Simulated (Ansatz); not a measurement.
Program: Ansatz. Geometries: PBE0-D4/def2-TZVP. ΔE: electronic, gas phase. CCSD(T)/CBS adds triple-zeta CCSD(T) − MP2 to the extrapolated MP2 energy (def2 sets, frozen cores). This one scheme is used for every species. Functionals use def2-TZVPP. One conformer a species, not always the lowest.

Reaction (cleavage of the Si–Si bond): `FBO[SiH2][SiH3]` + `[OH][AlH2]` → `[AlH2][O][SiH3]` + `FBO[SiH3]`

```tsv
level	ΔE (kJ/mol)
B2PLYP	-117.9
PBE	-84.4
CCSD(T)/def2-TZVPP	-112.2
MP2/CBS(def2)	-118.7
```

What does CCSD(T)/CBS give? (An estimate is asked.)

Computed: -110.7 kJ/mol. The listed levels differ from it by -7.2, 26.3, -1.5, -8.0 kJ/mol.

Largest T1 diagnostic among the species: 0.013.

The D4 term adds +5.1 kJ/mol with B3LYP and +2.9 kJ/mol with PBE0; it sums over pairs of atoms, weighted by their polarisabilities, and B3LYP, whose exchange is more repulsive, gets the larger term. In def2-TZVPP, CCSD(T) changes the Hartree–Fock value by +34.0 kJ/mol (the triples alone add +4.8 kJ/mol) and MP2 by +25.9 kJ/mol. From PBE to PBE0 (25 % exact exchange), in def2-TZVPP and without D4, ΔE moves by −11.0 kJ/mol.

B3LYP here is the variant with VWN-RPA as its local correlation; programs differ in this.
